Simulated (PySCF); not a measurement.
C4H10O2, singlet, at a GFN2-xTB geometry; DF-HF/6-311++G** (PySCF).

The PySCF input:
```python
from pyscf import gto, scf

mol = gto.Mole()
mol.atom = '''
    C     2.549505    0.543348   -0.246058
    O     1.383459   -0.099980    0.195595
    C     0.239884    0.240458   -0.559727
    C    -0.954994   -0.503424    0.048065
    C    -2.244786   -0.190044   -0.698439
    O    -1.119833   -0.131061    1.396422
    H     2.452410    1.634035   -0.176604
    H     3.355820    0.207713    0.402943
    H     2.780459    0.276816   -1.284664
    H     0.065301    1.326235   -0.512165
    H     0.373895   -0.047238   -1.612696
    H    -0.743054   -1.584209   -0.010468
    H    -2.441885    0.877970   -0.660313
    H    -2.171275   -0.507790   -1.734442
    H    -3.069879   -0.709231   -0.220256
    H    -0.248444   -0.168010    1.809479
'''
mol.basis = '6-311++g**'
mol.charge = 0
mol.spin = 0
mol.verbose = 4
mol.build()

mf = scf.RHF(mol)
mf = mf.density_fit(auxbasis='def2-universal-jkfit')
mf.kernel()
```

Question: What does PySCF print? Leave out banner, timings and long lists.

Answer: 
```
PySCF version 2.14.0

[INPUT] verbose = 4
[INPUT] num. atoms = 16
[INPUT] num. electrons = 50
[INPUT] charge = 0
[INPUT] spin (= nelec alpha-beta = 2S) = 0
[INPUT] symmetry False subgroup None
[INPUT] Mole.unit = angstrom
[INPUT] Symbol           X                Y                Z      unit          X                Y                Z       unit  Magmom
[INPUT]  1 C      2.549505000000   0.543348000000  -0.246058000000 AA    4.817866203209   1.026778910330  -0.464982230758 Bohr   0.0
[INPUT]  2 O      1.383459000000  -0.099980000000   0.195595000000 AA    2.614358614565  -0.188934817934   0.369620981334 Bohr   0.0
[INPUT]  3 C      0.239884000000   0.240458000000  -0.559727000000 AA    0.453315061665   0.454399764461  -1.057730734524 Bohr   0.0
[INPUT]  4 C     -0.954994000000  -0.503424000000   0.048065000000 AA   -1.804677110603  -0.951333484533   0.090829686177 Bohr   0.0
[INPUT]  5 C     -2.244786000000  -0.190044000000  -0.698439000000 AA   -4.242030748258  -0.359131111617  -1.319858424715 Bohr   0.0
[INPUT]  6 O     -1.119833000000  -0.131061000000   1.396422000000 AA   -2.116177675250  -0.247669395612   2.638855134317 Bohr   0.0
[INPUT]  7 H      2.452410000000   1.634035000000  -0.176604000000 AA    4.634383245145   3.087878627954  -0.333733192503 Bohr   0.0
[INPUT]  8 H      3.355820000000   0.207713000000   0.402943000000 AA    6.341580723338   0.392520682512   0.761451913811 Bohr   0.0
[INPUT]  9 H      2.780459000000   0.276816000000  -1.284664000000 AA    5.254306010582   0.523106426898  -2.427663122088 Bohr   0.0
[INPUT] 10 H      0.065301000000   1.326235000000  -0.512165000000 AA    0.123401005660   2.506220926813  -0.967851580588 Bohr   0.0
[INPUT] 11 H      0.373895000000  -0.047238000000  -1.612696000000 AA    0.706559149344  -0.089266882672  -3.047553762182 Bohr   0.0
[INPUT] 12 H     -0.743054000000  -1.584209000000  -0.010468000000 AA   -1.404168555763  -2.993721134071  -0.019781653072 Bohr   0.0
[INPUT] 13 H     -2.441885000000   0.877970000000  -0.660313000000 AA   -4.614493877684   1.659122845584  -1.247810726490 Bohr   0.0
[INPUT] 14 H     -2.171275000000  -0.507790000000  -1.734442000000 AA   -4.103115091115  -0.959584028793  -3.277620358943 Bohr   0.0
[INPUT] 15 H     -3.069879000000  -0.709231000000  -0.220256000000 AA   -5.801230545554  -1.340252349051  -0.416223517292 Bohr   0.0
[INPUT] 16 H     -0.248444000000  -0.168010000000   1.809479000000 AA   -0.469491117291  -0.317492886188   3.419419738152 Bohr   0.0

nuclear repulsion = 261.364953458946
number of shells = 110
number of NR pGTOs = 300
number of NR cGTOs = 202
basis = 6-311++g**
ecp = {}

******** <class 'pyscf.df.df_jk.DFRHF'> ********
method = DFRHF
initial guess = minao
damping factor = 0
level_shift factor = 0
DIIS = <class 'pyscf.scf.diis.CDIIS'>
diis_start_cycle = 1
diis_space = 8
diis_damp = 0
SCF conv_tol = 1e-09
SCF conv_tol_grad = None
SCF max_cycles = 50
direct_scf = False
Set gradient conv threshold to 3.16228e-05
Initial guess from minao.
******** <class 'pyscf.df.df.DF'> ********
auxbasis = def2-universal-jkfit
init E= -308.016489649321
  HOMO = -0.31105308841809  LUMO = 0.0312367483533913  gap/eV = 9.31418
cycle= 1 E= -306.967985576744  delta_E= 1.05  |g|= 0.712  |ddm|= 3.18
  HOMO = -0.388959529291199  LUMO = 0.0331964461531  gap/eV = 11.48745
cycle= 2 E= -307.059879811867  delta_E= -0.0919  |g|= 0.403  |ddm|= 1.34
  HOMO = -0.433305504459546  LUMO = 0.0382352552158117  gap/eV = 12.83128
cycle= 3 E= -307.087984227561  delta_E= -0.0281  |g|= 0.0738  |ddm|= 0.443
  HOMO = -0.426871338746866  LUMO = 0.0391521787461596  gap/eV = 12.68115
cycle= 4 E= -307.089472535154  delta_E= -0.00149  |g|= 0.0152  |ddm|= 0.127
  HOMO = -0.43056959445033  LUMO = 0.0390126992351568  gap/eV = 12.77799
cycle= 5 E= -307.089546903722  delta_E= -7.44e-05  |g|= 0.00357  |ddm|= 0.033
  HOMO = -0.430151377075889  LUMO = 0.0390277134567499  gap/eV = 12.76701
cycle= 6 E= -307.089551590039  delta_E= -4.69e-06  |g|= 0.00102  |ddm|= 0.01
  HOMO = -0.430276531751264  LUMO = 0.0390353873073285  gap/eV = 12.77063
cycle= 7 E= -307.089552031102  delta_E= -4.41e-07  |g|= 0.000407  |ddm|= 0.00349
  HOMO = -0.430331597066318  LUMO = 0.0390373837211298  gap/eV = 12.77218
cycle= 8 E= -307.089552087984  delta_E= -5.69e-08  |g|= 0.000121  |ddm|= 0.00113
  HOMO = -0.430329813455521  LUMO = 0.0390382504517963  gap/eV = 12.77216
cycle= 9 E= -307.089552094787  delta_E= -6.8e-09  |g|= 2.76e-05  |ddm|= 0.000293
  HOMO = -0.430334717131646  LUMO = 0.0390383503580412  gap/eV = 12.77229
cycle= 10 E= -307.089552095091  delta_E= -3.04e-10  |g|= 9.48e-06  |ddm|= 5.73e-05
  HOMO = -0.430332825706353  LUMO = 0.0390383337744892  gap/eV = 12.77224
Extra cycle  E= -307.089552095121  delta_E= -2.97e-11  |g|= 4.76e-06  |ddm|= 2.39e-05
converged SCF energy = -307.089552095121
```
